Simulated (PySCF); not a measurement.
1,2-difluorocyclobutene (C4H4F2), SMILES FC1=C(F)CC1. The structure is a stationary point at PBE-D3(BJ)/def2-SVP.

Computed equilibrium geometry at PBE-D3(BJ)/def2-SVP (PySCF confirms it by a frequency run) as a Z-matrix, and its point group:
point group C2v.
```
C
H 1 1.1101
H 1 1.1101 2 109.42
C 1 1.5077 2 115.87 3 133.25
F 4 1.3305 1 130.35 2 -65.11
C 4 1.3513 5 135.39 1 180.00
F 6 1.3305 4 135.39 5 0.00
C 6 1.5077 7 130.35 4 180.00
H 8 1.1101 6 115.87 7 65.11
H 8 1.1101 9 109.42 6 133.25
```
Charge 0, spin multiplicity 1.
